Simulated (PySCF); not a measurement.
A structure optimised at PBE0-D3(BJ)/def2-SVP, used in a PySCF frequency run:

```
C
C 1 1.4030
C 2 1.3906 1 119.69
H 2 1.0914 3 120.76 1 180.00
H 3 1.0921 2 119.69 4 0.00
C 3 1.3948 5 120.12 2 180.00
H 6 1.0924 3 119.91 5 0.00
C 6 1.3948 7 119.91 3 180.00
C 8 1.3906 6 120.18 7 180.00
H 9 1.0914 8 120.76 6 180.00
H 8 1.0921 9 119.69 10 0.00
C 1 1.4328 2 119.96 4 0.00
N 12 1.1594 2 150.33 4 0.00
```
Charge 0, spin multiplicity 1.

### Question
Write its SMILES, formula and point group.

### Answer
N#Cc1ccccc1, C7H5N, C2v

### Question
What are its rotational constants (standard atomic weights)?

### Answer
5.6570, 1.5448, 1.2135 GHz
